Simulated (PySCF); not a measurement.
C₃H₁₀MgSeSi.

```xyz
16

Mg    -0.1725     0.4282     0.0473
Se    -1.0846     2.6867     0.3236
H     -0.8283     2.5974     1.7727
Si     0.7881    -1.9630    -0.2667
C     -0.4596    -3.1083    -1.1238
C      1.2324    -2.7570     1.3995
C      2.3640    -1.9490    -1.3247
H     -0.0279    -4.1169    -1.2425
H     -1.3885    -3.2068    -0.5402
H     -0.7294    -2.7388    -2.1257
H      0.3517    -2.8467     2.0549
H      1.9953    -2.1730     1.9380
H      1.6367    -3.7712     1.2393
H      3.1576    -1.3402    -0.8637
H      2.1738    -1.5467    -2.3322
H      2.7514    -2.9759    -1.4402
```
Charge 0, spin multiplicity 1.

Geometry optimised at PBE0-D3(BJ)/def2-SVP. The values are those of a single conformer.

These are PySCF with B3LYP/pcSseg-1 values and carry that method's errors. Non-relativistic, no solvent.

Task: Give the absolute GIAO shielding of each atom: isotropic value and principal components (ppm). (Estimate from the structure and the level; the computed values follow.)

Result: 
| atom | σ(iso) | σ11 | σ22 | σ33 | span |
|---|---|---|---|---|---|
| Mg1 | 421.4 | 281.6 | 287.3 | 695.2 | 413.7 |
| Se2 | 2272.5 | 2162.5 | 2179.6 | 2475.5 | 313.1 |
| H3 | 32.9 | 24.0 | 27.6 | 47.1 | 23.1 |
| Si4 | 348.1 | 343.6 | 350.2 | 350.6 | 7.0 |
| C5 | 174.1 | 169.1 | 171.0 | 182.3 | 13.2 |
| C6 | 174.2 | 169.1 | 171.3 | 182.2 | 13.1 |
| C7 | 174.1 | 169.1 | 171.0 | 182.3 | 13.2 |
| H8 | 31.1 | 27.2 | 28.8 | 37.3 | 10.0 |
| H9 | 31.1 | 27.3 | 28.8 | 37.3 | 10.0 |
| H10 | 31.1 | 27.4 | 28.8 | 37.2 | 9.7 |
| H11 | 31.2 | 27.5 | 28.8 | 37.2 | 9.8 |
| H12 | 31.2 | 27.5 | 28.8 | 37.2 | 9.8 |
| H13 | 31.1 | 27.3 | 28.7 | 37.3 | 9.9 |
| H14 | 31.1 | 27.3 | 28.8 | 37.3 | 10.0 |
| H15 | 31.1 | 27.4 | 28.8 | 37.2 | 9.7 |
| H16 | 31.1 | 27.2 | 28.8 | 37.3 | 10.0 |
